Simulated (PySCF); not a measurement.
# BeF at PBE

Level: PBE. basis Be aug-cc-pVDZ, F aug-cc-pVDZ; no relativity; PySCF 2.14.

* state: ²Σ⁺ (doublet), unpaired electrons σ ↑
* bond length: 1.408 Å
* harmonic wavenumber: 1180 cm⁻¹
* force constant: 5.01 mdyn/Å
* rotational constant Be: 1.392 cm⁻¹
* anharmonicity ωexe: 8.82 cm⁻¹
* vibration–rotation constant αe: 0.0164 cm⁻¹
* well depth De to Be + F: 6.14 eV
* dissociation energy D0: 6.07 eV
* bond order (Mayer): 1.21
* dipole moment (positive dipole means Be(−)F(+)): -1.26 D

The state is the lowest determinant that a PBE0 search found; another state may lie lower at other levels.
